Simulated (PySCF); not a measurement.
ClGe, SMILES [Cl][Ge] (connectivity only; charge and spin as stated), charge +1, multiplicity 1. Geometry: PBE-D3(BJ)/def2-TZVP. The multiplicity is an assumed one; other spin states were not compared.

Method: PBE-D3(BJ)/def2-TZVP (PySCF).

Harmonic wavenumbers (cm⁻¹): 486. Rotational constants (GHz): 4.893 (linear); symmetry number 1.

Problem. Work out the zero-point energy and the ideal-gas rigid-rotor harmonic-oscillator thermochemistry at 298.15 K and 1 atm.

Solution. ZPE = ½ Σ hcν = ½ × 486 cm⁻¹ = 2.91 kJ/mol. H − E(el) = 12.20 kJ/mol. Entropy in J/(mol K): translation 167.15, rotation 67.73, vibration 2.90, total 237.78. G − E(el) = -58.69 kJ/mol. Cp = 34.46 J/(mol K).
